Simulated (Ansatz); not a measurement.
`C[SiH](F)F` → F₂ + `C[SiH]`  (silylene formation by 1,1-elimination)

Calculated with Ansatz (gas phase, PBE0-D4/def2-TZVP geometries, no zero-point term in ΔE). CCSD(T)/CBS adds triple-zeta CCSD(T) − MP2 to the extrapolated MP2 energy (def2 sets, frozen cores). This one scheme is used for every species. DFT in def2-TZVPP. HSE06 is defined as in plane-wave codes.

`C[SiH](F)F`:

```xyz
8

C     0.689    0.644    0.296
Si   -0.557   -0.589   -0.263
F    -1.358   -0.018   -1.513
F    -1.623   -0.840    0.891
H     0.206    1.587    0.566
H     1.413    0.844   -0.497
H     1.231    0.273    1.169
H     0.000   -1.901   -0.650
```

F₂:

Z-matrix (Å, degrees):
```
F
F 1 1.376
```

`C[SiH]`:

```xyz
6

C     0.038    0.055    0.525
Si   -0.418    0.797   -1.155
H    -0.542   -0.861    0.695
H    -0.116    0.735    1.363
H     1.089   -0.262    0.512
H    -0.051   -0.465   -1.939
```

CCSD(T)/CBS gives +258.2 kcal/mol.

Question: Another level gave +257.4 kcal/mol. Which?
A. revPBE-D4/def2-TZVPP
B. HSE06/def2-TZVPP
C. r2SCAN-D4/def2-TZVPP
D. ωB97X-V/def2-TZVPP

Answer: C. r2SCAN-D4 257.4, ωB97X-V 255.1, HSE06 252.1, revPBE-D4 238.4 kcal/mol.

Largest T1 diagnostic among the species: 0.012.

From r2SCAN to r2SCAN0 (25 % exact exchange), in def2-TZVPP and without D4, ΔE moves by +6.3 kcal/mol. At CCSD(T), def2-SVP lies −18.4 kcal/mol from the extrapolated value and def2-TZVPP −5.0 kcal/mol.
